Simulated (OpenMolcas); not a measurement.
## O II: effect of correlating more closed shells

```yaml
Program: OpenMolcas 26.06
Basis: ANO-R3 [4s4p2d1f]
Scalar_Hamiltonian: X2C, finite nucleus
Active_space: 3 electrons in 3 orbitals (2p)
State_averaging: 2S+1 = 4 odd, 1 root; 2S+1 = 2 odd, 8 roots
Spin-orbit_coupling: state interaction with AMFI integrals over the reference wave functions, term energies averaged over their components
```

Methods on the same reference wave functions:
A. CASSCF
B. SS-CASPT2, IPEA 0.25 Eh, imaginary shift 0.1 Eh (closed shells correlated: 2s)
C. SS-CASPT2, IPEA 0.25 Eh, imaginary shift 0.1 Eh (closed shells correlated: 1s 2s)

Energies in eV above 2s2 2p3 4S* 3/2, the measured ground level; measured values from NIST Handbook of Basic Atomic Spectroscopic Data.

| Level | A | B | C | Measured |
| --- | --- | --- | --- | --- |
| 2s2 2p3 4S* 3/2 | 0.0000 | 0.0000 | 0.0000 | 0.0000 |
| 2s2 2p3 2D* 3/2 | 3.7913 | 3.402 | 3.406 | 3.3266 |
| 2s2 2p3 2D* 5/2 | 3.7916 | 3.402 | 3.407 | 3.3241 |
| 2s2 2p3 2P* 1/2 | 6.2786 | 5.369 | 5.371 | 5.0176 |
| 2s2 2p3 2P* 3/2 | 6.2790 | 5.369 | 5.372 | 5.0174 |

Deviations, from unrounded energies. A percentage is the sum of absolute deviations over the sum of measured energies, with the sign that they share, or ± where signs differ.

```
                        Against measurement  Levels      A     B     C
             mean absolute deviation (cm-1)       4   7000  1700  1800
other terms of the ground configuration (%)       4  +20.7  +5.1  +5.2
```

B, C lie about equally close to measurement and A furthest from it. The largest miss of B in the table is 2s2 2p3 2P* 3/2, by +2800 cm-1. The ranking rests on the paired levels alone, and a cruder setting can come out closer through cancelling errors.

Between B and C the level of the table that moves most is 2s2 2p3 2D* 5/2, by 37 cm-1 (lowest in B, highest in C). Moves below CASPT2's spread within the term are not significant.

The mean deviations of B to C differ by less than CASPT2's widest spread within a term (140 cm-1), so their order carries little weight.

From A to B the spin-free energies of the other terms of 2s2 2p3 shown, above 4S*, scale by factors of 0.86 to 0.90.

The lowest spin-free term lies below A's lowest term by 0.109 hartree in B, 0.121 hartree in C.

What an inner shell adds also hangs on whether the basis holds functions to correlate it.

Term energies are means over components that CASPT2 splits; among the terms shown or strongly mixed into the levels shown the widest spread is 140 cm-1 (2s2 2p3 2D*, C). With the s shell closed, the reference lacks s² → p² mixing. Without dynamic correlation excited terms often stand tens of per cent too high (terms of higher spin than the ground term too low), and those without a measured partner can miss by more than the paired ones (holds for A). Measured partners are found by configuration, term and J. A level has none where our copy of the source lacks it or the pairing is in doubt (some pairs that miss far off the trend of their configuration count as doubtful), and it then counts in no deviation. Levels of configurations outside the active space are missing.

* marks odd parity.
